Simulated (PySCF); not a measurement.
## Static response to an electric field

Al(AsH3)F3.
Structure used (PBE0-D3(BJ)/def2-SVP), in Å, numbered top down from 1:
```
atom  x, y, z in Å
Al1    0.022    0.024   -1.473
As2    0.026   -0.047    1.099
H3     0.736    1.051    1.845
H4     0.606   -1.235    1.819
H5    -1.307    0.023    1.794
F6     1.658   -0.005   -1.767
F7    -0.769    1.477   -1.644
F8    -0.834   -1.373   -1.757
```

Level: B3LYP/def2-SVPD (PySCF), static field, nuclei fixed, core orbitals frozen in the response. The polarisability tensor in these axes (au):

```
x   49.41 -0.02  0.01
y   -0.02 49.48 -0.35
z    0.01 -0.35 61.74
```

**Question.** Diagonalise the tensor; give its mean and Δα, where Δα² is half the sum of the squared differences of the eigenvalues.

**Answer.** Principal values 49.40, 49.48 and 61.75 au; mean 53.54 au = 7.93 Å³ = 8.83 × 10⁻⁴⁰ C²·m²/J; Δα = 12.31 au (23 % of the mean).

**Question.** What is the dipole moment, and where does it point?

**Answer.** (0.00, -0.15, 5.45) D, 5.45 D in size, pointing from the negative to the positive side. Measured along this direction, the outermost atoms are F6, F8 and F7 at the negative end and H4, H3 and H5 at the positive end.

**Question.** Find the Langevin capture rate constant for O2+ (31.990 u) meeting this molecule (161.922 u), k = 2.342 × 10⁻⁹ cm³/s × √(α in Å³ / reduced mass in u).

**Answer.** The reduced mass is 26.71 u, so k = 1.28 × 10⁻⁹ cm³/s. The formula leaves out the permanent dipole, which adds to the capture rate.

**Question.** In TDDFT the mean static polarisability is Σ f/ω² over all singlet excitations (ω in hartree). How much of it do the 15 lowest give? Their energies (eV) and oscillator strengths: 7.57, 0.2261; 7.72, 0.0435; 7.74, 0.0438; 8.50, 0.0000; 8.67, 0.0050; 8.69, 0.0049; 8.90, 0.0003; 8.91, 0.0003; 8.99, 0.0522; 9.07, 0.0006; 9.09, 0.0062; 9.09, 0.0034; 9.17, 0.0800; 9.19, 0.0199; 9.20, 0.0216.

**Answer.** They add up to 5.75 au, 10.7 % of the 53.54 au; the largest single term is 2.92 au, from the state at 7.57 eV. Terms in order: 2.92, 0.54, 0.54, 0.00, 0.05, 0.05, 0.00, 0.00, 0.48, 0.01, 0.06, 0.03, 0.70, 0.17, 0.19 au. Higher excitations give the rest. The strengths listed sum to 0.508.

**Question.** What depolarisation ratio follows for Rayleigh scattering of linearly polarised light, taking the static tensor?

**Answer.** ρ = 3Δα²/(45ᾱ² + 4Δα²) = 454.8/(129011 + 606.5) = 0.00351.

Geometry: PBE0-D3(BJ)/def2-SVP; no solvent, vibrations or thermal averaging. The calculation is non-relativistic, for arsenic too.
